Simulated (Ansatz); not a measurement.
Al(PF3)Cl3 (AlPCl3F3): single points at one geometry.

```yaml
crystal:
  periodic: [false, false, false]
  atoms:
    - {symbol: Al, position_ang: [-0.002656, 0.003574, -1.447093]}
    - {symbol: P, position_ang: [0.002510, -0.003044, 1.061953]}
    - {symbol: F, position_ang: [-1.408840, 0.040139, 1.797821]}
    - {symbol: F, position_ang: [0.748017, 1.196362, 1.797715]}
    - {symbol: F, position_ang: [0.670862, -1.249661, 1.793362]}
    - {symbol: Cl, position_ang: [2.098451, -0.049157, -1.673055]}
    - {symbol: Cl, position_ang: [-1.007867, 1.850992, -1.660941]}
    - {symbol: Cl, position_ang: [-1.100477, -1.789214, -1.669752]}
basis:
  gaussian: {orbitals: def2-TZVP, initial_orbitals: start.molden}
hamiltonian: {xc: {name: wB97M-V}}
scf: {omitted_lower_state_checks: [starts]}
output: {orbitals: {seedname: orbitals}}
```

The file start.molden holds the orbitals of an earlier run on this structure, at another level or in another basis.

```sh
$ ansatz run in.yaml --threads 4 --pin off --events-out ev --progress --plain --max-ram 4787MiB
```

It prints (some lines left out):

```
Functional definition: wB97M-V
1786 factors; their error is unknown
308 factors; integrals over basis functions are off by at most 2.6e-5 eV
mean field evaluation 1: about -61614.3761 eV, gradient 1.9e1 eV
mean field evaluation 2: about -61614.4991 eV, gradient 2.1e-1 eV
mean field evaluation 4: about -61614.5992 eV, gradient 4.7e-4 eV
mean field -61614.59917983 eV, -2264.2947559833 hartree, gradient 1.1e-5 eV, S^2 0.000000; 0 other end points of the search recorded, 0 dependent functions left out
reference -61614.59922482 eV, -2264.2947576366 hartree; 53, 53 occupied and 225, 225 virtual orbitals, 1786 factors
Total energy: -61614.59922482 eV, -2264.2947576366 hartree
Checks for a lower state left out: starts
```

Hardware: 4 threads of Intel Xeon on a shared host. Wall time 16 s, peak host memory 1.4 GiB.

The first input with `gaussian: {orbitals: def2-SVP, initial_orbitals: start.molden}`, `correlation: {method: ccsd_t}` and without the key `hamiltonian` (abridged; 15 s):

```
Functional definition: HF
mean field -61468.33476733 eV, -2258.9196379655 hartree, gradient 2.9e-6 eV, S^2 0.000000
28 core orbitals not correlated: weight in the atoms' cores, before any rotation towards them, 1.000 or more for the frozen orbitals, at most 0.000 for the correlated occupied ones
second order -30.57477806 eV of doubles, -0.00000000 eV of singles
cycle   1  -31.05539807 eV  change   -4.8e-1 eV  update   1.2e-1
cycle   2  -31.65763279 eV  change   -6.0e-1 eV  update   3.6e-2
cycle   3  -31.81384657 eV  change   -1.6e-1 eV  update   1.9e-2
cycle   4  -31.80688266 eV  change    7.0e-3 eV  update   4.0e-3
cycle   5  -31.80365048 eV  change    3.2e-3 eV  update   1.8e-3
cycle   6  -31.80405720 eV  change   -4.1e-4 eV  update   5.2e-4
cycle   7  -31.80386356 eV  change    1.9e-4 eV  update   1.6e-4
cycle   8  -31.80381964 eV  change    4.4e-5 eV  update   4.8e-5
perturbative correction -0.64200718 eV, -0.0235933287 hartree
Total energy: -61500.78059415 eV, -2260.1120001085 hartree
Checks for a lower state left out: starts
```

As the first input, with `hamiltonian: {xc: hf}` (abridged; 8 s):

```
Functional definition: HF
mean field -61497.94178169 eV, -2260.0076756751 hartree, gradient 1.5e-5 eV, S^2 0.000000
Total energy: -61497.94178169 eV, -2260.0076756751 hartree
Checks for a lower state left out: starts
```

As the first input, with `gaussian: {orbitals: def2-SVP, initial_orbitals: start.molden}`, `hamiltonian: {xc: pbe0, dispersion: d4}` (abridged; 2.7 s):

```
Functional definition: PBE0
mean field -61562.78555055 eV, -2262.3906402278 hartree, gradient 3.7e-5 eV, S^2 0.000000
Total energy: -61563.08918045 eV, -2262.4017984210 hartree
Checks for a lower state left out: starts
```

First input, but with `hamiltonian: {xc: pbe0, dispersion: d4}`, `output: {forces: true, orbitals: {seedname: orbitals}}` (abridged; 11 s):

```
Functional definition: PBE0
mean field -61592.09184601 eV, -2263.4676267215 hartree, gradient 2.3e-5 eV, S^2 0.000000
Total energy: -61592.39548169 eV, -2263.4787851270 hartree
Atom 0 force    -0.000891     0.000648    -0.215726 eV/Å
Atom 1 force     0.004256    -0.002903     2.546735 eV/Å
Atom 2 force     1.656867    -0.051491    -0.803797 eV/Å
Atom 3 force    -0.876556    -1.410371    -0.805565 eV/Å
Atom 4 force    -0.785470     1.465872    -0.801882 eV/Å
Atom 5 force    -0.372198     0.009008     0.027182 eV/Å
Atom 6 force     0.179300    -0.329123     0.026240 eV/Å
Atom 7 force     0.194691     0.318359     0.026813 eV/Å
Dipole moment:     0.001092    -0.001349     0.422627 e Å
Checks for a lower state left out: starts
```

First input, but with `hamiltonian: {xc: {name: revPBE}, dispersion: d4}` (abridged; 3.5 s):

```
Functional definition: revPBE
mean field -61605.53868234 eV, -2263.9617888420 hartree, gradient 2.2e-5 eV, S^2 0.000000
Total energy: -61606.36053866 eV, -2263.9919915048 hartree
Checks for a lower state left out: starts
```

First input, but with `gaussian: {orbitals: 6-31G}`, `hamiltonian: {xc: hf}` (abridged; 1.1 s):

```
Functional definition: HF
mean field -61481.39452739 eV, -2259.3995752957 hartree, gradient 1.3e-5 eV, S^2 0.000000
Total energy: -61481.39452739 eV, -2259.3995752957 hartree
Checks for a lower state left out: starts
```

Geometry: PBE-D4/def2-SVP.

Correlated methods freeze 28 core orbitals.
